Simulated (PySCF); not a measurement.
## Dipole moment and polarisability of `C#C[Si@@H]1OCC(=O)O1`

Compound: C4H4O3Si.
Atom-mapped SMILES: `[CH:1]#[C:2][Si@@H:3]1[O:4][CH2:5][C:6](=[O:7])[O:8]1` (hydrogens: H9 on C1; H10 on Si3; H11, H12 on C5)

Geometry (GFN2-xTB, Å), atoms numbered from 1 in this order:
```xyz
12
C4H4O3Si angstrom
C      3.2115    0.2745   -0.4280
C      2.1269    0.2036    0.0854
Si     0.4819    0.0976    0.9119
O     -0.3947   -1.1948    0.4168
C     -1.5355   -0.8239   -0.2972
C     -1.5807    0.7014   -0.3873
O     -2.4302    1.3369   -0.9343
O     -0.5388    1.2332    0.2366
H      4.1548    0.3394   -0.8900
H      0.4461    0.2664    2.3504
H     -1.5068   -1.2509   -1.3042
H     -2.4335   -1.1842    0.2139
```

Level: CAM-B3LYP/def2-SVPD (PySCF), static field, nuclei fixed, core orbitals frozen in the response. The polarisability tensor in these axes (au):

```
x   94.15  0.19 -0.06
y    0.19 60.26 -1.45
z   -0.06 -1.45 63.44
```

Problem. Diagonalise the tensor; give its mean and Δα, where Δα² is half the sum of the squared differences of the eigenvalues.

Solution. Principal values 59.70, 64.01 and 94.15 au; mean 72.62 au = 10.76 Å³ = 11.97 × 10⁻⁴⁰ C²·m²/J; Δα = 32.51 au (45 % of the mean).

Problem. What is the dipole moment, and where does it point?

Solution. (3.05, -2.04, 1.10) D, 3.83 D in size, pointing from the negative to the positive side. Measured along this direction, the outermost atoms are O7 at the negative end and H9 at the positive end.

Problem. Give the eigenvalues of the traceless quadrupole moment Θ = ½Σq(3rr − r²1), origin at the centre of nuclear charge.

Solution. -17.34, 2.77, 14.56 D·Å. The values depend on the origin, since the dipole doesn't vanish. The electronic extent ⟨r²⟩ about the same centre is 1098 bohr², a root-mean-square distance of 2.16 Å for the 66 electrons.

Problem. What would n − 1 = 2πNα be for an ideal gas of these molecules at 400 K and 1 atm, electronic part alone?

Solution. N = p/kT = 1.8347 × 10¹⁹ cm⁻³, so n − 1 = 2π × N × 10.76 × 10⁻²⁴ cm³ = 1241 × 10⁻⁶ at long wavelengths, for an ideal gas.

Problem. Orientational against electronic polarisability at 350 K (dilute gas, rigid molecules)?

Solution. In Gaussian units μ²/3kT = 101.11 Å³ against 10.76 Å³, a ratio of 9.40; the Debye molar polarisation (4π/3)N_A(α + μ²/3kT) is 282.2 cm³/mol, leaving out the vibrational part.

Problem. Find the Langevin capture rate constant for H3O+ (19.018 u) meeting this molecule (127.993 u), k = 2.342 × 10⁻⁹ cm³/s × √(α in Å³ / reduced mass in u).

Solution. The reduced mass is 16.56 u, so k = 1.89 × 10⁻⁹ cm³/s. The formula leaves out the permanent dipole, which adds to the capture rate.

Problem. Sum over states: ᾱ = Σ f/ω², ω in Eh. What share falls to these 8 lowest TDDFT singlets (eV, f)? 5.79, 0.0002; 5.92, 0.0000; 6.22, 0.0026; 6.29, 0.0001; 7.12, 0.0256; 7.17, 0.0124; 7.42, 0.0003; 7.62, 0.0050.

Solution. They add up to 0.68 au, 0.9 % of the 72.62 au; the largest single term is 0.37 au, from the state at 7.12 eV. Terms in order: 0.00, 0.00, 0.05, 0.00, 0.37, 0.18, 0.00, 0.06 au. Higher excitations give the rest. The strengths listed sum to 0.046.

Geometry: GFN2-xTB; no solvent, vibrations or thermal averaging.
